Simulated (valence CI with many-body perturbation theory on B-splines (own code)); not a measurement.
Tb LII: calculated level list

Computed by configuration interaction combined with many-body perturbation theory (CI+MBPT): four valence electrons over a frozen Dirac-Fock core [Ne], a basis of 11 s, 11 p, 9 d, 7 f, 5 g, 2 h, 1 i functions for each j, with the one-electron correlation potential Σ1, the two-electron term Σ2, the three-electron term Σ3, Breit, model QED; selected CI, second order for the rest (own B-spline code, finite nucleus).

The last digits are not significant, and no measured levels were compared; by estimate large intervals hold to a few tenths of a per cent, small ones and those within an open d or f shell to about a per cent.

Levels 46 to 65 of 65, with energies above the lowest level, (3s^2 3p1/2^2) J=0. "Leading %" is the weight of the configuration and term that name the level; weights of strongly mixed levels are sums over their largest components and can fall short. In the jj column 3d3/2^4 stands for four electrons in 3d with j = 3/2. Lifetimes count E1, E2, E3, M1 and M2 decay at the calculated energies, and are blank where another channel may lead or the interval is too uncertain; long ones can be off by a factor of two.

| No. | Configuration | Term | J | E (eV) | Leading % | g | Lifetime | Leading jj |
| --- | --- | --- | --- | --- | --- | --- | --- | --- |
| 46 | 3s 3p2 3d | 3G | 5 | 741.30 | 55 | 1.280 | 69.1 ps | 3s 3p1/2 3p3/2 3d5/2 (98 %) |
| 47 | 3s 3p2 3d | 3D | 1 | 742.96 | 57 | 0.928 | 726 fs | 3s 3p1/2 3p3/2 3d3/2 (70 %) |
| 48 | 3s 3p2 3d | 3P | 0 | 749.56 | 64 |  | 776 fs | 3s 3p1/2 3p3/2 3d3/2 (62 %) |
| 49 | 3s 3p2 3d | 3F | 2 | 749.64 | 35 | 0.946 | 586 fs | 3s 3p1/2 3p3/2 3d3/2 (76 %) |
| 50 | 3s 3p2 3d | 3F | 3 | 749.73 | 44 | 1.240 | 3.74 ps | 3s 3p1/2 3p3/2 3d5/2 (89 %) |
| 51 | 3s 3p3 | 1P° | 1 | 752.00 | 39 | 1.196 | 535 fs | 3s 3p3/2^3 (96 %) |
| 52 | 3s 3p2 3d | 3D | 3 | 758.74 | 62 | 1.293 | 2.56 ps | 3s 3p1/2 3p3/2 3d5/2 (90 %) |
| 53 | 3s 3p2 3d | 3P | 1 | 759.36 | 45 | 1.151 | 1.28 ps | 3s 3p1/2 3p3/2 3d5/2 (61 %) |
| 54 | 3s 3p2 3d | 1G | 4 | 760.74 | 41 | 1.161 | 6.24 ps | 3s 3p1/2 3p3/2 3d5/2 (87 %) |
| 55 | 3s 3p2 3d | 1D | 2 | 762.72 | 31 | 1.134 | 2.23 ps | 3s 3p1/2 3p3/2 3d5/2 (80 %) |
| 56 | 3s 3p2 3d | 3D | 3 | 771.09 | 37 | 1.188 | 1.40 ps | 3s 3p1/2 3p3/2 3d5/2 (91 %) |
| 57 | 3s 3p2 3d | 3F | 4 | 773.05 | 43 | 1.138 | 1.92 ps | 3s 3p1/2 3p3/2 3d5/2 (90 %) |
| 58 | 3s 3p2 3d | 3D | 1 | 775.51 | 43 | 0.873 | 2.56 ps | 3s 3p1/2 3p3/2 3d5/2 (90 %) |
| 59 | 3s 3p2 3d | 3P | 1 | 785.77 | 33 | 1.376 | 2.08 ps | 3s 3p1/2 3p3/2 3d5/2 (90 %) |
| 60 | 3s 3p2 3d | 1F | 3 | 787.14 | 36 | 1.080 | 1.23 ps | 3s 3p1/2 3p3/2 3d5/2 (86 %) |
| 61 | 3s 3p2 3d | 3D | 2 | 788.03 | 21 | 1.152 | 1.35 ps | 3s 3p1/2 3p3/2 3d5/2 (76 %) |
| 62 | 3s 3p2 3d | 3P | 0 | 789.81 | 42 |  | 1.43 ps | 3s 3p1/2 3p3/2 3d5/2 (75 %) |
| 63 | 3s2 3d2 | 3F | 2 | 792.52 | 38 | 0.873 | 453 fs | 3s^2 3d3/2^2 (58 %) |
| 64 | 3s 3p2 3d | 3P | 2 | 795.19 | 26 | 1.132 | 650 fs | 3s 3p1/2 3p3/2 3d5/2 (75 %) |
| 65 | 3s2 3d2 | 3P | 0 | 812.82 | 58 |  | 336 fs | 3s^2 3d3/2^2 (71 %) |
